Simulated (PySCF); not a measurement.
**Electronic structure of O⁺ (oxygen, charge +1) at the wB97M-V level**

Configuration: [He] 2s1 2p3 3s1, high-spin 6S determinant (an excited configuration). All numbers are calculated (PySCF 2.14, no relativity, point nucleus, in aug-cc-pVTZ (5s4p3d2f, 46 functions)).

| Item | Value |
| --- | --- |
| Total energy | -73.4402 hartree |
| One-electron energy | -94.7776 hartree |
| Hartree (Coulomb) energy | 29.2416 hartree |
| Exchange-correlation energy | -7.9042 hartree |
| Kinetic energy | 73.28218 hartree |
| ⟨S²⟩ | 8.7500 |
| ⟨L²⟩ | 0.000 |
| Sum of ⟨r⟩ | 7.806 bohr |
| Sum of ⟨r²⟩ | 17.99 bohr² |
| Density at the nucleus (Gaussians lack the cusp) | 295 bohr⁻³ |
| Spin density at the nucleus | 9.63 bohr⁻³ |
| Langevin diamagnetic susceptibility | -14.2 ×10⁻⁶ cm³/mol |

```tsv
shell	electrons	mean orbital energy (eV)	rms radius, mean of both spins (bohr)
1s α	1	-562.72	0.231
1s β	1	-558.83	0.231
2s α	1	-58.150	1.11
2p α	3	-41.997	1.12
3s α	1	-11.836	3.59
```

The outer electron is Rydberg-like, and this basis confines it to a smaller radius and binds it less than a complete one would.
